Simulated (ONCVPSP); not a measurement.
## B: excitation energies, all-electron against ONCV

B, optimised norm-conserving Vanderbilt (ONCV), made with ONCVPSP 4.0.1 (PBE, scalar-relativistic). Core [He], reference 2s2 2p1. Waves: 2s: rc 1.50 bohr, ncon 3, nbas 7, qcut 5.3 1/bohr, 3 projectors, debl 1 Ha; 2p: rc 3.05 bohr, ncon 4, nbas 7, qcut 4.9 1/bohr, 2 projectors, debl 1.7 Ha. Local part: polynomial inside 1.30 bohr (lpopt 4, dvloc0 0 Ha). Core correction: Teter function, fcfact 3.75, rcfact 1.2.

Energies are relative to the spin-unpolarised reference configuration 2s2 2p1; without spin polarisation the order of configurations can differ from experiment.

```tsv
valence configuration	charge	ΔE all-electron (eV)	error AE − PS (meV)
2s2 2p0	+1	8.219	+81
2s2 2p0.5	+0.5	2.887	+12
2s1 2p2	0	5.851	-17
```

(1) What are ΔE and the potential's error for 2s1 2p0?

Levels in the configuration 2s1 2p2:

```json
{"level": "2s", "all-electron (eV)": "-9.921", "pseudo (eV)": "-9.985"}
{"level": "2p", "all-electron (eV)": "-4.058", "pseudo (eV)": "-4.089"}
```

Results:

(1) ΔE = 33.642 eV all-electron; the error (AE − PS) is +275 meV.
